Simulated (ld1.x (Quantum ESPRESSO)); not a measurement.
What one change does to a pseudopotential (rhodium (Rh), TM)

```json
{
 "Element": "rhodium",
 "Generator": "ld1.x (Quantum ESPRESSO) 7.5",
 "Type": "norm-conserving Troullier–Martins (Kleinman–Bylander form)",
 "Functional": "PBE",
 "Relativity": "scalar-relativistic",
 "Frozen core": "[Kr]",
 "Valence charge": "9",
 "Reference configuration": "4d8 5s0 5p0 (charge +1)",
 "Partial waves": "5s (bound, empty): rc 1.80 bohr; 5p (bound, empty): rc 3.00 bohr; 4d (bound): rc 1.15 bohr",
 "Local potential": "the d channel",
 "Core correction": "Bessel-smoothed model core inside 0.80 bohr"
}
```

All-electron outer shells of the reference configuration (PBE, scalar-relativistic, ld1.x):

```json
{"shell": "4p", "level (eV)": "-58.15", "outermost node (bohr)": "0.47", "outermost maximum (bohr)": "0.94"}
{"shell": "4d", "level (eV)": "-13.58", "outermost node (bohr)": "0.46", "outermost maximum (bohr)": "1.14"}
{"shell": "5s", "level (eV)": "-10.78", "outermost node (bohr)": "1.19", "outermost maximum (bohr)": "2.51"}
{"shell": "5p", "level (eV)": "-6.19", "outermost node (bohr)": "1.34", "outermost maximum (bohr)": "3.22"}
```

Change: reference 4d8 5s1 5p0.

Cutoffs: the cutoffs (Ry, on a coarse ladder) from which the occupation-weighted sum of valence levels, in a spherical-Bessel basis at the reference potential, stays within 10 and 1 mRy of its value at 400 Ry; they do not see the model core or the augmentation charge, which bear on the density cutoff. Errors are all-electron minus pseudo energies relative to the spin-unpolarised reference configuration.

Task: What does the change do?

Result: The potential gets neither clearly harder nor softer (70 Ry and 100 Ry → 70 Ry and 100 Ry); both files keep a bound ghost (p, s).

```csv
quantity,base,changed
"cutoff, loose",70 Ry,70 Ry
"cutoff, tight",100 Ry,100 Ry
bound ghosts,"s, p","s, p"
"largest error over its own tests, meV",-1142,-1058
s: phases at 3.24 bohr within 0.05 rad from the reference energy up to (Ry; the scan ends near 5),1.3,1.8
p: phases at 3.24 bohr within 0.05 rad from the reference energy up to (Ry; the scan ends near 5),2.0,2.5
d: phases at 3.24 bohr within 0.05 rad from the reference energy up to (Ry; the scan ends near 5),to the end of the scan,to the end of the scan
```

Base: These tests converged, but a pseudo level misses the all-electron one widely, so the file describes the atom poorly there or has found another state: 4d7 5s0 5p0: empty 5p by 2.2 eV (a node warning on the way). Changed file: These tests converged, but a pseudo level misses the all-electron one widely, so the file describes the atom poorly there or has found another state: 4d7 5s1 5p0: empty 5p by 2.0 eV. A true bound ghost makes a file unfit for plane-wave use even where its test errors are small: the radial tests pick states by their node count and pass the ghost by.
